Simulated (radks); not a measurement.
The ruthenium ion Ru4+, 40 electrons, occupied as [Kr] 4d4. Method: Dirac Kohn-Sham, PBE, spin-unpolarised, spherical densities, finite nucleus; open shells fill j = l - 1/2 first; Fermi nuclear charge, rms radius 4.4809 fm; computed with a radial shooting solver on a logarithmic mesh with Libxc functionals.

Spin-orbit splittings of the eigenvalues, e(l+1/2) - e(l-1/2), with zeta = 2 splitting/(2l+1) and mean radii in bohr:

shell  occ.  splitting (eV)  zeta (eV)  <r> j=l-1/2  <r> j=l+1/2
2p        6               ?          ?       0.1236       0.1284
3p        6           22.23      14.82       0.3955       0.4061
3d       10           4.334      1.734       0.3818       0.3853
4p        6           3.581      2.387        1.077        1.104
4d        4          0.4577     0.1831        1.365        1.375
5p        0          0.6306     0.4204        2.653        2.701

Estimate the 2p splitting.

Answer. 130.9 eV (zeta = 87.28 eV).
